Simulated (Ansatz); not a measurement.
A run for Ansatz (a quantum-chemistry and plane-wave program): R-r2SCAN/def2-TZVPPD on N2 (SMILES N#N). Files ending in .json are basis or fitting sets from the Basis Set Exchange.

Ansatz 0.2 input:
```yaml
crystal:
  periodic: [false, false, false]
  atoms:
    - {symbol: N, position_ang: [1.20011498, -0.04338340, 0.93901748]}
    - {symbol: N, position_ang: [0.82041372, 0.05478646, -0.07873401]}
basis:
  gaussian:
    orbitals: def2-TZVPPD.json
hamiltonian:
  xc: {name: r2SCAN}
scf: {lower_state_search: off}
```

Program output:

```
Functional definition: r2SCAN
[...]
these checks for a lower state are left out or cut short: stability, starts, cluster_reference, orbital_swaps, neighbouring_geometries, increment
integrals: 0.01 GiB planned
358 factors; their error is unknown
mean field: 0.13 GiB planned
mean field evaluation 1: about -2978.6110 eV, gradient 2.8e1 eV
mean field evaluation 2: about -2979.1998 eV, gradient 2.1e1 eV
mean field evaluation 4: about -2979.9878 eV, gradient 8.0e-2 eV
mean field evaluation 8: about -2979.9875 eV, gradient 6.5e-4 eV
mean field -2979.98748444 eV, -109.5125201450 hartree, gradient 2.7e-6 eV, S^2 0.000000; 0 other end points of the search recorded, 0 dependent functions left out
reference -2979.98749068 eV, -109.5125203746 hartree; 7, 7 occupied and 67, 67 virtual orbitals, 358 factors
Total energy: -2979.98749068 eV, -109.5125203746 hartree
Checks for a lower state left out: stability, starts, cluster_reference, orbital_swaps, neighbouring_geometries, increment
```

Self-consistency was reached.

Cost: roughly 0.9 core-seconds.
